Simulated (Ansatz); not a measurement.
H₅OPSeSi (`OP[SiH2][SeH]`), relaxed with RKS PBE-D4/def2-SVP in Ansatz 0.2.0 from a rough embedded geometry. The force threshold is 0.03 eV/Å; the program also tests the step.

Total charge 0; spin multiplicity 1.

Start:

```xyz
9

O    -1.175    1.405    0.942
P    -1.476    0.039   -0.121
Si    0.626   -0.170   -0.712
Se    1.904   -0.968    1.126
H    -1.077    1.041    1.790
H    -1.794    0.827   -1.310
H     0.792   -1.138   -1.786
H     1.219    1.114   -1.107
H     0.981   -2.151    1.179
```

How much energy does the relaxation release, and in how many steps? (Best estimate.)

Ansatz gave: 25.04 kJ/mol, in 18 steps, 2 of them rejected.

Which bonds change most? (Best estimate.)

The calculation gave: P2–Si3 from 2.193 to 2.299 Å; O1–H5 from 0.928 to 0.985 Å; Si3–Se4 from 2.377 to 2.321 Å; O1–P2 from 1.757 to 1.705 Å.

Give the relaxed structure. (An estimate is asked.)

The calculation gave: 
```xyz
9

O    -1.248    1.219    1.019
P    -1.567    0.043   -0.174
Si    0.634   -0.175   -0.803
Se    1.626   -0.735    1.220
H    -0.661    0.787    1.680
H    -1.875    0.983   -1.230
H     0.899   -1.220   -1.856
H     1.309    1.120   -1.159
H     0.884   -2.022    1.304
```
